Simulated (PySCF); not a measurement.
C₂H₄F₂Si, SMILES F/C=C(/F)[SiH3].

Coordinates come from a B3LYP-D3(BJ)/def2-SVP optimisation. The structure was generated by enumeration; whether it is a known compound was not checked.

These are CAM-B3LYP/def2-TZVP (PySCF) values and carry that method's errors.

Symmetry labels are those of the subgroup Cs that the program uses (full group Cs).

**Question.** List the valence orbital energies around the gap with their symmetry. (Estimate from the structure and the level; the computed values follow.)

**Answer.** 
```json
[
 {"orbital": "HOMO−7", "symmetry": "A\"", "energy (eV)": "-15.44"},
 {"orbital": "HOMO−6", "symmetry": "A\"", "energy (eV)": "-14.66"},
 {"orbital": "HOMO−5", "symmetry": "A'", "energy (eV)": "-14.36"},
 {"orbital": "HOMO−4", "symmetry": "A'", "energy (eV)": "-13.23"},
 {"orbital": "HOMO−3", "symmetry": "A\"", "energy (eV)": "-11.60"},
 {"orbital": "HOMO−2", "symmetry": "A'", "energy (eV)": "-11.57"},
 {"orbital": "HOMO−1", "symmetry": "A'", "energy (eV)": "-11.15"},
 {"orbital": "HOMO", "symmetry": "A\"", "energy (eV)": "-8.93"},
 {"orbital": "LUMO", "symmetry": "A\"", "energy (eV)": "0.65"},
 {"orbital": "LUMO+1", "symmetry": "A'", "energy (eV)": "1.52"},
 {"orbital": "LUMO+2", "symmetry": "A'", "energy (eV)": "1.78"},
 {"orbital": "LUMO+3", "symmetry": "A'", "energy (eV)": "2.51"}
]
```
